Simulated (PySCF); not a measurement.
Task: Give a PBE0-D3(BJ)/def2-SVP geometry of `[O-]/C=C(/C(F)(F)F)C=O`. (Charge -1.)

Result: 
```
atom  x, y, z in Å
O1    -1.1196   -2.1327    0.1022
C2    -1.2033   -0.9242   -0.1047
C3    -0.1667    0.0569   -0.0575
C4    -0.4671    1.4260   -0.3221
O5    -1.5613    1.9120   -0.6116
C6     1.2007   -0.3755    0.2791
F7     2.0933    0.6479    0.2873
F8     1.3189   -0.9521    1.4991
F9     1.7199   -1.2887   -0.5771
H10   -2.1911   -0.4624   -0.3685
H11    0.4226    2.1088   -0.2482
```

Any rigid rotation of these coordinates is as good. Atoms count from 1 in this order. C3 (carbon bonded to 3 C) is planar (angles 121.3°, 120.0° and 118.7°, sum 360.0°, 0.00 Å off the plane of its three neighbours). All 3 C–F bonds measure 1.355 to 1.358 Å. C2 (carbon bonded to C, O and H) is planar (angles 128.4°, 120.3° and 111.4°, sum 360.0°, 0.00 Å off the plane of its three neighbours). The 3 C–C bonds span 1.426 Å (C3=C4, drawn double in one of several resonance forms) to 1.473 Å (C3–C6, drawn single), a spread of 0.047 Å.

Bonds between heavy atoms (Å): O1=C2 1.229, C2–C3 1.428, C3=C4 1.426, C4–O5 1.232, C3–C6 1.473, C6–F7 1.358, C6–F8 1.355, C6–F9 1.355.

Theory: PBE0-D3(BJ)/def2-SVP geometry optimisation, gas phase in PySCF 2.14.0.

Point group: Cs (every atom within 0.08 Å of its image). No frequency check. The geometry's basis has no diffuse functions, a weakness for an anion. Torsions: O1–C2–C3–C4 180°.

One conformer stands for the species.
